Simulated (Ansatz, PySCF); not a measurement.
Gas-phase reaction (SMILES): NB(Cl)Cl + 3 [H][H] (H2) -> B (BH3) + 2 Cl (HCl) + N (NH3); energy of full hydrogenation.

Geometries: B3LYP-D3(BJ)/def2-TZVP minima from Ansatz (a quantum-chemistry and plane-wave program), one conformer each, not searched for the lowest. Correlated levels leave the core frozen unless marked. Spin-orbit coupling is left out. No relativistic terms. CBS marks a two-point X^-3 extrapolation of the correlation energy; Hartree-Fock from the larger set (for Q and 5 zeta extrapolated as (X+1)exp(-9√X)). Thermal terms are rigid-rotor harmonic-oscillator values from B3LYP-D3(BJ) frequencies (PySCF) at 298.15 K and 1 atm. 1 Eh = 627.5095 kcal/mol.

| species | E, CCSD(T)/CBS(cc-pV(Q+d)Z,cc-pV(5+d)Z) (Ansatz) (Eh) | E, r2SCAN-D4/def2-TZVPD (Ansatz + dftd4) (Eh) | H - E (Eh) | G - E (Eh) |
|---|---|---|---|---|
| NB(Cl)Cl | -1000.38383 | -1001.29911 | 0.03939 | 0.00600 |
| [H][H] (H2) | -1.17453 | -1.17100 | 0.01336 | -0.00144 |
| B (BH3) | -26.54862 | -26.58581 | 0.03008 | 0.00872 |
| Cl (HCl) | -460.37772 | -460.78611 | 0.01000 | -0.01120 |
| N (NH3) | -56.50471 | -56.54744 | 0.03799 | 0.01614 |

Work out ΔE and ΔH, ΔG, ΔS and the equilibrium constant at 298.15 K at the first level, then ΔH at the second.


1. ΔE = [(-26.54862) + 2×(-460.37772) + (-56.50471)] - [(-1000.38383) + 3×(-1.17453)] = 0.09865 Eh = 61.9 kcal/mol at CCSD(T)/CBS(cc-pV(Q+d)Z,cc-pV(5+d)Z).
2. The terms H - E add up to 0.00860 Eh, so ΔH = (0.09865 + (0.00860))×627.5095 = 67.3 kcal/mol.
3. The terms G - E add up to 0.00078 Eh, so ΔG = 62.4 kcal/mol, and ΔS = (0.00860 - (0.00078))×627509.5/298.15 = 16.5 cal/(mol K).
4. log10 K = -ΔG/(RT ln 10) = -45.7, with RT ln 10 = 1.3642 kcal/mol.
5. At r2SCAN-D4/def2-TZVPD the same steps give ΔE = 66.9 and ΔH = 72.3 kcal/mol, a shift of +5.0 from the first level.
6. These values are not checked against measurement here, since the tables used lack a sound gas-phase enthalpy of formation for at least one species.
